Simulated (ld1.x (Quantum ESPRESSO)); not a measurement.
# iron (Fe), PAW: configuration errors across variants

iron, PAW, made with ld1.x (Quantum ESPRESSO) 7.5 (PBE, scalar-relativistic). Core [Ar], reference 3d6 4s2 4p0. Waves: 4s (bound): rcut 2.70, rcutus 2.85 bohr; 4s channel at 1.5 Ry: rcut 2.70, rcutus 2.85 bohr; 4p (bound, empty): rcut 2.15, rcutus 2.75 bohr; 4p channel at 4.65 Ry: rcut 2.15, rcutus 2.75 bohr; 3d (bound): rcut 1.85, rcutus 2.05 bohr; 3d channel at -0.05 Ry: rcut 1.85, rcutus 2.05 bohr. Local part: all-electron potential smoothed inside 2.25 bohr (lloc = -2). Core correction: Bessel-smoothed model core inside 1.50 bohr. Augmentation charge: BESSEL, radius 1.85 bohr.

All-electron excitation energies from the reference (eV): (1) 3d6 4s1 4p0 8.729; (2) 3d6 4s0 4p0 24.932; (3) 3d5 4s2 4p0 14.207; (4) 3d5 4s2 4p1 8.747; (5) 3d6 4s1 4p1 4.105.

Tests that are not counted but printed errors over 1 eV. “base”: 3d5 4s0 4p0 (solver errors, printed error -315 eV); 3d4 4s0 4p0 (solver errors, printed error -224 eV). “waves 4s (bound): rcut 2.14, rcutus 2.26 bohr; 4s channel at 1.5 Ry: rcut 2.14, rcutus 2.26 bohr”: 3d5 4s0 4p0 (solver errors, printed error -315 eV); 3d4 4s0 4p0 (solver errors, printed error -224 eV). “waves 4s (bound): rcut 2.36, rcutus 2.50 bohr; 4s channel at 1.5 Ry: rcut 2.36, rcutus 2.50 bohr”: 3d5 4s0 4p0 (solver errors, printed error -315 eV); 3d4 4s0 4p0 (solver errors, printed error -224 eV). “waves 4s (bound): rcut 2.68, rcutus 2.84 bohr; 4s channel at 1.5 Ry: rcut 2.68, rcutus 2.84 bohr”: 3d5 4s0 4p0 (solver errors, printed error -315 eV); 3d4 4s0 4p0 (solver errors, printed error -224 eV). “waves 4s (bound): rcut 2.70, rcutus 3.50 bohr; 4s channel at 1.5 Ry: rcut 2.70, rcutus 3.50 bohr”: 3d5 4s0 4p0 (solver errors, printed error -315 eV); 3d4 4s0 4p0 (solver errors, printed error -224 eV).

1 further variants failed, have other tests or too few solved ones, and are left out.

Errors AE − PS in meV (a dash: test not solved or not reliable):

```csv
change,(1),(2),(3),(4),(5),bound ghosts
base,-3.1,-14,-178,-174,-1.1,none
"waves 4s (bound): rcut 2.14, rcutus 2.26 bohr; 4s channel at 1.5 Ry: rcut 2.14, rcutus 2.26 bohr",-3.6,-16,-198,-192,-1.3,none
"waves 4s (bound): rcut 2.36, rcutus 2.50 bohr; 4s channel at 1.5 Ry: rcut 2.36, rcutus 2.50 bohr",-3.6,-15,-191,-186,-1.3,none
"waves 4s (bound): rcut 2.68, rcutus 2.84 bohr; 4s channel at 1.5 Ry: rcut 2.68, rcutus 2.84 bohr",-3.1,-14,-178,-174,-1.1,none
"waves 4s (bound): rcut 2.70, rcutus 3.50 bohr; 4s channel at 1.5 Ry: rcut 2.70, rcutus 3.50 bohr",+0.2,-8.0,-167,-159,+0.4,none
"waves 4s (bound): rcut 2.70, rcutus 3.98 bohr; 4s channel at 1.5 Ry: rcut 2.70, rcutus 3.98 bohr",+3.0,-3.9,-153,-148,+1.6,none
"waves 4s (bound): rcut 2.70, rcutus 4.18 bohr; 4s channel at 1.5 Ry: rcut 2.70, rcutus 4.18 bohr",+3.1,-5.7,-163,-155,+1.3,none
```

Question: Give the same row for: waves 4s (bound): rcut 2.70, rcutus 3.24 bohr; 4s channel at 1.5 Ry: rcut 2.70, rcutus 3.24 bohr.

Answer: -1.6, -11, -167, -162, -0.4; bound ghosts: none. Not counted: 3d5 4s0 4p0 (solver errors, printed error -315 eV); 3d4 4s0 4p0 (solver errors, printed error -224 eV).
